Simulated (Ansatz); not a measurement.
`C/C=C1\C=CCC1`, relaxed with RKS PBE0-D4/def2-TZVP in Ansatz 0.2.0 from a PBE-D4/def2-SVP geometry. The force threshold is 0.005 eV/Å; the program also tests the step.

Charge 0, multiplicity 1.

Start:

```xyz
17

C    -1.757    0.083    2.060
C    -0.501    0.580    1.412
C     0.029    0.152    0.237
C    -0.496   -0.872   -0.667
C     0.274   -0.995   -1.777
C     1.439   -0.038   -1.765
C     1.322    0.675   -0.390
H    -2.504    0.899    2.179
H    -2.242   -0.732    1.488
H    -1.559   -0.299    3.086
H     0.040    1.378    1.953
H    -1.406   -1.457   -0.469
H     0.080   -1.694   -2.605
H     1.375    0.675   -2.619
H     2.409   -0.566   -1.894
H     2.189    0.432    0.260
H     1.308    1.779   -0.489
```

```
step  energy (eV)  largest force (eV/Å)  largest move (Å)
   1   -7415.1770                 0.651             0.000
   2   -7415.2589                 0.200             0.037
   3   -7415.2651                 0.016             0.010
   4   -7415.2651                 0.006             0.004
   5   -7415.2651                 0.008             0.007
   6   -7415.2652                 0.007             0.008
   7   -7415.2652                 0.008             0.009
   8   -7415.2652                 0.006             0.004
   9   -7415.2652                 0.005             0.005
  10   -7415.2652                 0.007             0.007
  11   -7415.2652                 0.008             0.004
  12   -7415.2652                 0.018             0.018
  13   -7415.2653                 0.017             0.005
  14   -7415.2653                 0.011             0.003
  15   -7415.2653                 0.004             0.009
```

End:

```xyz
17

C    -1.750    0.093    2.027
C    -0.497    0.585    1.390
C     0.037    0.147    0.246
C    -0.474   -0.886   -0.644
C     0.275   -0.995   -1.744
C     1.411   -0.020   -1.756
C     1.324    0.656   -0.374
H    -2.477    0.904    2.144
H    -2.227   -0.700    1.450
H    -1.555   -0.296    3.032
H     0.026    1.380    1.919
H    -1.357   -1.478   -0.441
H     0.085   -1.687   -2.557
H     1.295    0.699   -2.575
H     2.374   -0.514   -1.921
H     2.176    0.368    0.248
H     1.335    1.745   -0.444
```

Run time 45 s (2 threads of an AMD EPYC 7R13 on a shared host and a share of an NVIDIA H100 80 GB); peak host memory 0.9 GiB.
